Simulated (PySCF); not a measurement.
A run for PySCF: R-M06-2X/def2-TZVPP on C3H5NO (SMILES COCC#N).

```python
from pyscf import gto, dft

mol = gto.M(
    atom='''
    C    -1.33132180    0.34871678    0.05779714
    O    -0.48116107   -0.42330969   -0.77979249
    C     0.75418820   -0.73635073   -0.19429721
    C     1.60208549    0.44968231    0.02794313
    N     2.24470140    1.38594684    0.20574903
    H    -0.89318896    1.32732222    0.27682733
    H    -1.53280476   -0.17435142    0.99986071
    H    -2.26269314    0.48406558   -0.48669594
    H     0.62906236   -1.24947771    0.76866909
    H     1.27113229   -1.41224418   -0.87606079
    ''',
    basis='def2-tzvpp',
    charge=0, spin=0, verbose=4, max_memory=1800)
mf = dft.RKS(mol, xc='m062x').density_fit(auxbasis='def2-universal-jkfit')
mf.grids.level = 4
mf.conv_tol = 1e-9
mf.max_cycle = 150
mf.kernel()
mf.dip_moment()
```

What total energy does the run end on?

-247.2582 hartree.
